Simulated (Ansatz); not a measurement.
Ansatz (a quantum-chemistry and plane-wave program) input (B3LYP-D3(BJ)/def2-TZVP):

Ansatz 0.2 input:
```yaml
crystal:
  periodic: [false, false, false]
  atoms:
    - {symbol: Cd, position_ang: [-0.67725922, -0.68602780, -0.72232448]}
    - {symbol: Cl, position_ang: [0.72405236, 0.70454789, 0.70732229]}
basis:
  gaussian:
    orbitals: def2-TZVP
hamiltonian:
  xc: b3lyp
  dispersion: d3bj
magnetization: {spin_polarized: true, initial_magnetization: 1}
relax: {f_tol: 0.002, max_steps: 150}
```

End of the output:

```
mean field evaluation 32: about -17090.7931 eV, gradient 1.3e-5 eV
mean field -17090.79309023 eV, -628.0750615103 hartree, gradient 1.3e-5 eV, S^2 0.752496; 0 other end points of the search recorded, 0 dependent functions left out
the calculation of the forces begins
reference -17090.79327868 eV, -628.0750684356 hartree; 19, 18 occupied and 58, 59 virtual orbitals, 661 factors
relax step   3: F+E_penalty+E_count = -17090.87057103 eV  Δ(F+E_penalty+E_count) = -1.646e-5 eV  max|allowed force component| = 1.686e-4 eV/Å  Δτ_max = 0.0010 Å  (33 SCF iters, accepted)
integrals: 0.02 GiB planned
661 factors; their error is unknown
mean field: 0.27 GiB planned
mean field -17090.79309023 eV, -628.0750615103 hartree, gradient 1.3e-5 eV, S^2 0.752496; 1 other end points of the search recorded, 0 dependent functions left out
the calculation of the forces begins
reference -17090.79327868 eV, -628.0750684356 hartree; 19, 18 occupied and 58, 59 virtual orbitals, 661 factors
Total energy: -17090.87075948 eV, -628.0779158025 hartree
Atom 0 at    -0.666247    -0.675100    -0.711090 Å, force    -0.000165    -0.000164    -0.000169 eV/Å
Atom 1 at     0.713041     0.693621     0.696088 Å, force     0.000165     0.000164     0.000169 eV/Å
Dipole moment:    -0.426459    -0.423191    -0.435082 e Å
```

The spin state was set by rule; other spins were not relaxed.
